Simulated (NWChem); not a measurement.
Molecule: CHBrCl$_{2}$; SMILES ClC(Cl)Br

Program: NWChem. Pople sets run with spherical d functions. All runs use the structure optimised with PBE0/def2-SVP.

Q: Order these by “dipole (D)”, lowest first: B3LYP/def2-TZVP; B3LYP/3-21G; B3LYP/6-31G*; B3LYP/STO-3G.

A: B3LYP/def2-TZVP (1.03), B3LYP/6-31G* (1.19), B3LYP/3-21G (1.42), B3LYP/STO-3G (1.53)
